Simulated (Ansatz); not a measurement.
F2Sc (SMILES [F][Sc+][F]), charge +1, singlet, at a GFN2-xTB geometry (such geometries of metal compounds can be far from the true shape) (the multiplicity is a formal guess); B3LYP/6-31G (Ansatz, an electronic-structure program).

Ansatz was given this input:
Ansatz 0.2 input:
```yaml
crystal:
  periodic: [false, false, false]
  atoms:
    - {symbol: Sc, position_ang: [0.28637598, 0.13181402, 0.09608983]}
    - {symbol: F, position_ang: [-0.53787985, 1.05786481, -1.16690985]}
    - {symbol: F, position_ang: [-0.13033078, -1.36543086, 0.94270025]}
basis:
  gaussian:
    orbitals: 6-31G
hamiltonian:
  xc: b3lyp
total_charge: 1
```

Problem. Predict the main parts of the log of this Ansatz run.

Solution. 
```
Functional definition: B3LYP
552 factors; integrals over basis functions are off by at most 2.4e-4 eV
mean field evaluation 1: about -26106.8035 eV, gradient 1.1e2 eV
mean field evaluation 2: about -25418.8058 eV, gradient 5.0e2 eV
mean field evaluation 4: about -26127.7867 eV, gradient 1.4e1 eV
mean field evaluation 8: about -26128.2176 eV, gradient 4.7e-1 eV
mean field evaluation 16: about -26128.2180 eV, gradient 1.0e-5 eV
mean field -26128.21795217 eV, -960.1942994002 hartree, gradient 1.0e-5 eV, S^2 0.000000; 0 other end points of the search recorded, 0 dependent functions left out
reference -26128.21824132 eV, -960.1943100261 hartree; 19, 19 occupied and 28, 28 virtual orbitals, 552 factors
Total energy: -26128.21824132 eV, -960.1943100261 hartree
```
